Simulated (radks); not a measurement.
Values are calculated unless marked as measured or tabulated.
Problem. Species: C IV. Configuration: [He] 2s1. Level of theory: non-relativistic Kohn-Sham, exchange-only B88, spin-polarised, spherical densities, point nucleus; open shells are filled with parallel spins first (a radial shooting solver on a logarithmic mesh with Libxc functionals). Some entries of the table are withheld. Estimate them.

orbital,occ.,eigenvalue (hartree),<r> (bohr)
1s up,1,-12.17959,0.2694
1s down,1,-12.14063,0.2691
2s up,1,(1),1.273

Solution. 
(1) 2s up eigenvalue (hartree): -2.10647
